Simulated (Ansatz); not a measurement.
F₃S, SMILES F[S](F)F, multiplicity 2.

Geometry optimised at PBE0-D3(BJ)/def2-TZVP. A frequency run showed that this geometry is not a minimum. The isomer is the one that the SMILES or the coordinates give; other isomers of the formula were not compared.

Two levels are set side by side: PBE/def2-SVPD (Ansatz, a program for electronic structure) and ωB97X-V/def2-SVPD (Ansatz). Energy differences of separate SCF runs at the same geometry; the states with an electron removed or added have multiplicity 1 and 1. Differences are taken from unrounded values.

| quantity | ωB97X-V | PBE | PBE minus ωB97X-V |
|---|---|---|---|
| vertical ionisation energy (eV) | 11.79 | 11.11 | -0.68 |
| vertical electron affinity (eV) | 2.56 | 2.16 | -0.39 |
